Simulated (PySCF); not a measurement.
Simulation results for B2H2O2

Computed with PySCF 2.14.0. Calculation on a computer-drawn molecule: optimised geometry and harmonic frequencies of an isolated molecule of the commonest isotopes, restricted reference for singlets and unrestricted otherwise, frozen core in MP2.

```yaml
- formula: B2H2O2
  start_structure:
    atoms_angstrom:
      - [B, -0.1244, 0.6126, -0.3439]
      - [O, 0.0886, -0.7258, -0.5689]
      - [B, 1.1744, -1.3914, -0.8989]
      - [O, 2.1372, -2.0289, -1.1979]
      - [H, -1.2341, 0.9379, -0.0544]
      - [H, 0.787, 1.3806, -0.4442]
  given:
    charge: 0
    multiplicity: 1
    method: MP2
    basis: cc-pVDZ
    drawn_bonds_atom: [1, 2, 3, 1, 1]
    drawn_bonds_other_atom: [2, 3, 4, 5, 6]
    drawn_bonds_order: [1, 1, 2, 1, 1]
  results:
    optimised_atom_element: [B, O, B, O, H, H]
    "optimised_atom_x [angstrom]": [-0.1296, 0.02155, 1.171, 2.179, -1.233, 0.8193]
    "optimised_atom_y [angstrom]": [0.6039, -0.7579, -1.373, -1.996, 0.9728, 1.336]
    "optimised_atom_z [angstrom]": [-0.3439, -0.5586, -0.8958, -1.203, -0.04981, -0.4575]
    "modes_frequency [cm^-1]": [171.9, 256.2, 530.1, 531.3, 856.9, 1041, 1095, 1231, 1338, 2045, 2655, 2767]
    "modes_reduced_mass [dalton]": [3.605, 1.265, 7.533, 8.969, 4.547, 1.493, 1.342, 2.058, 1.973, 11.95, 1.049, 1.135]
    "rotational_constants [GHz]": [60.65, 4.64, 4.31]
    "total_energy [hartree]": -200.9117
    "convergence_status_largest_gradient_component [hartree/bohr]": 2.454e-05
```
